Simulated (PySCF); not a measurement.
C2H5ClSi2, SMILES C1(Cl)[SiH2][SiH2]C=1.

Geometry optimised at r2SCAN-D4/def2-SVP. This is a generated structure with no PubChem entry under its InChIKey; it may be hypothetical.

Calculation: PySCF with PBE/def2-TZVP.

Symmetry labels are those of the subgroup Cs that the program uses (full group Cs).

Computed valence orbital energies around the gap with their symmetry:
| orbital | symmetry | energy (eV) |
|---|---|---|
| HOMO−7 | A' | -9.65 |
| HOMO−6 | A" | -9.61 |
| HOMO−5 | A" | -8.59 |
| HOMO−4 | A" | -8.42 |
| HOMO−3 | A' | -7.89 |
| HOMO−2 | A' | -7.38 |
| HOMO−1 | A' | -6.71 |
| HOMO | A" | -6.60 |
| LUMO | A" | -1.99 |
| LUMO+1 | A' | -1.14 |
| LUMO+2 | A' | -0.80 |
| LUMO+3 | A" | -0.42 |
